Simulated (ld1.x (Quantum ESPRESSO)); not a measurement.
**Which change was made? (Co, TM)**

```json
{"Element": "Co (Z = 27)", "Generator": "ld1.x (Quantum ESPRESSO) 7.5", "Type": "norm-conserving Troullier–Martins (Kleinman–Bylander form)", "Functional": "BP86", "Relativity": "scalar-relativistic", "Frozen core": "[Ne]", "Valence charge": "17", "Reference configuration": "3s2 3p6 3d7 4s1.75 4p0.25", "Partial waves": "3s (bound): rc 0.75 bohr; 3p (bound): rc 1.15 bohr; 3d (bound): rc 1.30 bohr", "Local potential": "the d channel", "Core correction": "none"}
```

Occupied shells without a wave of their own: 4p, 4s. They enter only through the test configuration that unscreens the potential.

Cutoffs, loose and tight: the cutoffs (Ry, on a coarse ladder) from which the occupation-weighted sum of valence levels, in a spherical-Bessel basis at the reference potential, stays within 10 and 1 mRy of its value at 400 Ry. They do not see the model core or the augmentation charge, which bear on the density cutoff. Test errors are all-electron minus pseudo excitation energies from the reference, over the configurations 3s2 3p6 3d7 4s2 4p0; 3s2 3p6 3d7 4s1 4p0; 3s2 3p6 3d7 4s0 4p0; 3s1 3p6 3d7 4s2 4p0; 3s2 3p6 3d7 4s0 4p2; 3s2 3p6 3d8 4s0 4p0; 3s2 3p5 3d7 4s2 4p0; variants that change the core or the reference have their own tests.

The base gives: outcome: generated; cutoff, loose: 230 Ry; cutoff, tight: over 300 Ry; bound ghosts: none; largest test error (meV): +429.

Problem. After one change the result is: outcome: generated; cutoff, loose: 230 Ry; cutoff, tight: over 300 Ry; bound ghosts: none; largest test error (meV): +554. Which change was it?
A. reference 3s2 3p6 3d7 4s2 4p0
B. all radii scaled by about 1.36 (s 1.02, p 1.56, d 1.78 bohr)
C. wave 3d (bound): rc 1.30 bohr becomes 3d (bound): rc 1.46 bohr

Solution. A. The others give: all radii scaled by about 1.36 (s 1.02, p 1.56, d 1.78 bohr) → outcome: generated, misses its reference levels by 0.29 eV; cutoff, loose: 140 Ry; cutoff, tight: 180 Ry; bound ghosts: none; largest test error (meV): +578 | wave 3d (bound): rc 1.30 bohr becomes 3d (bound): rc 1.46 bohr → outcome: generated, misses its reference levels by 0.30 eV; cutoff, loose: 230 Ry; cutoff, tight: over 300 Ry; bound ghosts: none; largest test error (meV): +930.
